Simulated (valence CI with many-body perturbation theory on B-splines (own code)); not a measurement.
## Which ion has this spectrum?

A relativistic CI+MBPT calculation for an atom or ion with 7 electrons gives these levels (eV):

| J | Parity | E | g |
| --- | --- | --- | --- |
| 3/2 | odd | 0.0 | 1.31 |
| 3/2 | odd | 1302.2 | 1.43 |
| 5/2 | odd | 1325.2 | 1.16 |
| 1/2 | odd | 1376.7 | 0.62 |
| 5/2 | even | 1641.2 | 1.44 |
| 1/2 | even | 1745.4 | 2.00 |
| 3/2 | even | 1746.7 | 1.17 |
| 3/2 | odd | 2681.7 | 1.29 |
| 3/2 | even | 2970.6 | 1.58 |
| 5/2 | even | 3011.6 | 1.28 |
| 1/2 | even | 3075.2 | 1.35 |
| 3/2 | even | 3083.6 | 1.01 |
| 3/2 | odd | 3457.7 | 1.30 |
| 1/2 | even | 4395.7 | 1.88 |

The energies are calculated, and their last digits are not significant.

Problem. Which is it?
A. Ta66+
B. Yb63+
C. Os69+
D. Hf65+

Solution. A. Ta66+, ground level (2s^2 2p1/2^2 2p3/2) J=3/2.
